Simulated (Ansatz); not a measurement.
Isolated molecules relaxed with PBE0-D4/def2-TZVP in Ansatz; ΔE leaves out vibrations. CCSD(T)/CBS is the MP2 limit (def2-TZVPP, def2-QZVPP) plus CCSD(T) − MP2 in def2-TZVPP, frozen cores. DFT in def2-TZVPP. B3LYP here is the variant with VWN-RPA as its local correlation; programs differ in this. Elements past krypton have def2 core potentials. For Ge, Sn outer-core shells are correlated without core-valence functions, which leaves a few kJ/mol of doubt a bond. Scalar relativity is left out up to krypton. Each species was taken in one conformer, which may not be the lowest.

Consider the redistribution: `[OH][SnH]([F])[F]` + `[SiH3][O][GeH2][SH]` → `[OH][Sn]([F])([F])[SiH3]` + `[OH][GeH2][SH]`.

Task: Is it downhill or uphill in electronic energy at CCSD(T)/CBS, and by how much? (Best estimate.)

Result: The calculation gave: Uphill: ΔE = +56.1 kJ/mol.

Task: What do these levels give: PBE-D4, ωB97X-V, B2PLYP, PBE, r2SCAN, PBE0, B3LYP, MP2/def2-TZVPP, SCS-MP2/def2-TZVPP, SCS-MP2/def2-QZVPP, HF/CBS(def2), MP2/CBS(def2)? (An estimate is asked.)

Result: Computed: PBE-D4 33.3, ωB97X-V 57.2, B2PLYP 56.9, PBE 30.8, r2SCAN 50.7, PBE0 41.0, B3LYP 49.6, MP2/def2-TZVPP 62.9, SCS-MP2/def2-TZVPP 67.8, SCS-MP2/def2-QZVPP 65.4, HF/CBS(def2) 82.4, MP2/CBS(def2) 57.4 kJ/mol.

Largest T1 diagnostic among the species: 0.015.

In def2-TZVPP, CCSD(T) changes the Hartree–Fock value by −18.8 kJ/mol (the triples alone add −2.1 kJ/mol) and MP2 by −17.4 kJ/mol. The D4 term adds +3.9 kJ/mol with B3LYP and +2.1 kJ/mol with PBE0; it sums over pairs of atoms, weighted by their polarisabilities, and B3LYP, whose exchange is more repulsive, gets the larger term. From PBE to PBE0 (25 % exact exchange), in def2-TZVPP and without D4, ΔE moves by +10.2 kJ/mol.
